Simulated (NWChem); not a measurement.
# C₄H₂F₂O; SMILES Fc1ccc(F)o1

```xyz
9

F     -2.2453     0.0000    -0.6632
C     -1.0774     0.0000    -0.0485
C     -0.7241     0.0000     1.2565
C      0.7241     0.0000     1.2565
C      1.0774     0.0000    -0.0485
F      2.2453     0.0000    -0.6632
O      0.0000     0.0000    -0.8786
H     -1.3872     0.0000     2.1079
H      1.3872     0.0000     2.1079
```
Atoms are numbered in this order, from 1.

Computed with NWChem. Geometry optimised at B3LYP/6-31G*; all other runs use it. Pople sets run with spherical d functions.

```json
[
 {"quantity": "−ε(HOMO) (eV)", "level": "PBE0/def2-SVP", "value": "6.69"},
 {"quantity": "vertical, lowest state with f > 0.02, singlet (eV)", "level": "PBE0/def2-SVPD, TDA", "value": "___"},
 {"quantity": "anisotropy (bohr³), static", "level": "PBE0/def2-SVPD", "value": "23.0"},
 {"quantity": "dipole in solution (D) in water", "level": "B3LYP/6-31G*, SMD", "value": "___"},
 {"quantity": "dipole (D)", "level": "B3LYP/6-31G*", "value": "1.65"},
 {"quantity": "highest harmonic frequency (cm⁻¹)", "level": "B3LYP/6-31G*", "value": "___"}
]
```

**Question.** What belongs in the gaps?

**Answer.** 
- vertical, lowest state with f > 0.02, singlet (eV), value: 6.71
- dipole in solution (D) in water, value: 2.18
- highest harmonic frequency (cm⁻¹), value: 3305
